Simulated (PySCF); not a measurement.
# [Ce(SH)4]− at several levels of theory

Computed with PySCF 2.14.0 (density fitting, no spin-orbit coupling) at the geometry relaxed with PBE0:

```xyz
9
[Ce(SH)4]− (singlet in the valence; each metal's 4f electrons, 1 of them, lie in its core potential, out of spins and levels)
Ce    0.0000    0.0000    0.0002
S     1.7467    1.4786    1.5672
H     2.7778    1.0698    0.7884
S    -1.7467   -1.4786    1.5672
H    -2.7778   -1.0698    0.7884
S     1.4785   -1.7466   -1.5669
H     1.0692   -2.7775   -0.7889
S    -1.4785    1.7466   -1.5669
H    -1.0692    2.7775   -0.7889
```

```tsv
level	basis	state	HOMO (eV)	gap (eV)	charge on Ce1 (e)	population of f-type functions on Ce1 (polarisation alone where 4f lies in the core)	dipole about the centre of mass (D)	largest force component (eV/Å)
PBE0	Ce lcecp-1-SVP with ECP47, S def2-SVP, H def2-SVP	singlet	-3.10	5.81	0.65	0.04	0.00	0.02
PBE0	Ce lcecp-1-TZVP with ECP47, S def2-TZVP, H def2-TZVP	singlet	-3.33	5.90	1.21	0.06	0.00	0.19
```

In the lcecp rows the 4f levels are missing from HOMO and gap, and the state counts the valence alone.

Charges are Mulliken's, which hang on the basis. The relaxation used the grid (50, 194), these runs (75, 302) or, all-electron (x2c bases, spin-free X2C Hamiltonian), (99, 590).

A further run in the first row's basis gives HOMO (eV) -1.61, gap (eV) 3.85, charge on Ce1 (e) 0.39, population of f-type functions on Ce1 (polarisation alone where 4f lies in the core) 0.04, dipole about the centre of mass (D) 0.00, largest force component (eV/Å) 0.35. Which level was it?
A. M06-L
B. BLYP

B. The others give HOMO -2.10 eV (M06-L).

In the first row's basis the gap widens with exact exchange: 3.9 to 4.8 eV for BLYP, M06-L (none); 5.8 eV for PBE0 (a fixed share).

An lcecp potential fixes the number of 4f electrons, so in runs with it no electron can move into or out of that shell.
